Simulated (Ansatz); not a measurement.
Reaction (cleavage of the Si–Ge bond): `[NH2][GeH2][SiH2]F` + `CBO` → `CBO[SiH2]F` + `[NH2][GeH3]`

Calculated with Ansatz (gas phase, PBE0-D4/def2-TZVP geometries, no zero-point term in ΔE). CCSD(T)/CBS is the MP2 limit (def2-TZVPP, def2-QZVPP) plus CCSD(T) − MP2 in def2-TZVPP, frozen cores. DFT in def2-TZVPP. B3LYP here is the variant with VWN-RPA as its local correlation; programs differ in this. For Ge outer-core shells are correlated without core-valence functions, which leaves a few kJ/mol of doubt a bond. Scalar relativity is left out up to krypton. One conformer a species, not always the lowest.

| level | ΔE (kcal/mol) | difference from CCSD(T)/CBS |
| --- | --- | --- |
| PBE-D4 | -18.7 | 5.9 |
| B3LYP-D4 | -23.7 | 0.9 |
| B2PLYP | -25.2 | -0.6 |
| PBE | -18.8 | 5.8 |
| r2SCAN | -23.4 | 1.2 |
| PBE0 | -21.0 | 3.6 |
| HF/def2-TZVPP | -30.5 | -5.9 |
| CCSD(T)/def2-TZVPP | -24.8 | -0.2 |
| SCS-MP2/def2-QZVPP | -26.9 | -2.3 |
| HF/CBS(def2) | -31.2 | -6.6 |
| CCSD(T)/CBS | -24.6 | 0 |

Largest T1 diagnostic among the species: 0.012.

In def2-TZVPP, CCSD(T) changes the Hartree–Fock value by +5.6 kcal/mol (the triples alone add +0.7 kcal/mol) and MP2 by +4.5 kcal/mol. From PBE to PBE0 (25 % exact exchange), in def2-TZVPP and without D4, ΔE moves by −2.2 kcal/mol.
